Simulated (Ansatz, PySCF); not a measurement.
F2HOS, SMILES S(F)(F)=[OH+], charge +1. Atoms are numbered in the order given.

```xyz
5

O      1.4608    -0.1519     0.0000
S      0.0520     0.4733     0.0000
F     -0.6787    -0.2675    -1.1688
F     -0.6787    -0.2675     1.1688
H      1.5826    -1.1356     0.0000
```
Charge +1, spin multiplicity 1.

Coordinates come from a B3LYP-D3(BJ)/def2-SVP optimisation. The isomer is the one that the SMILES or the coordinates give; other isomers of the formula were not compared.

Two levels are set side by side: PBE-D3(BJ)/def2-SVP (Ansatz, an electronic-structure program) and B3LYP-D3(BJ)/def2-SVP (PySCF). Each level has its own optimised geometry; the coordinates shown are those of the second. Frequencies come from the Hessian of PySCF at each geometry. Differences are taken from unrounded values.

```json
[
 {"quantity": "mean bond length (Å)", "B3LYP-D3(BJ)": "1.416", "PBE-D3(BJ)": "1.430", "PBE-D3(BJ) minus B3LYP-D3(BJ)": "0.015"},
 {"quantity": "bond O1–S2 (Å)", "B3LYP-D3(BJ)": "1.541", "PBE-D3(BJ)": "1.557", "PBE-D3(BJ) minus B3LYP-D3(BJ)": "0.016"},
 {"quantity": "bond S2–F3 (Å)", "B3LYP-D3(BJ)": "1.565", "PBE-D3(BJ)": "1.582", "PBE-D3(BJ) minus B3LYP-D3(BJ)": "0.017"},
 {"quantity": "bond S2–F4 (Å)", "B3LYP-D3(BJ)": "1.565", "PBE-D3(BJ)": "1.582", "PBE-D3(BJ) minus B3LYP-D3(BJ)": "0.017"},
 {"quantity": "bond O1–H5 (Å)", "B3LYP-D3(BJ)": "0.991", "PBE-D3(BJ)": "1.000", "PBE-D3(BJ) minus B3LYP-D3(BJ)": "0.008"},
 {"quantity": "highest harmonic wavenumber (cm⁻¹)", "B3LYP-D3(BJ)": "3538", "PBE-D3(BJ)": "3439", "PBE-D3(BJ) minus B3LYP-D3(BJ)": "-99"},
 {"quantity": "mean harmonic wavenumber (cm⁻¹)", "B3LYP-D3(BJ)": "999", "PBE-D3(BJ)": "963", "PBE-D3(BJ) minus B3LYP-D3(BJ)": "-36"},
 {"quantity": "zero-point energy (kcal/mol)", "B3LYP-D3(BJ)": "12.86", "PBE-D3(BJ)": "12.39", "PBE-D3(BJ) minus B3LYP-D3(BJ)": "-0.46"}
]
```

GGA bonds tend to be longer and softer than those of functionals with exact exchange. Differences between two approximate levels are no errors against the true value.
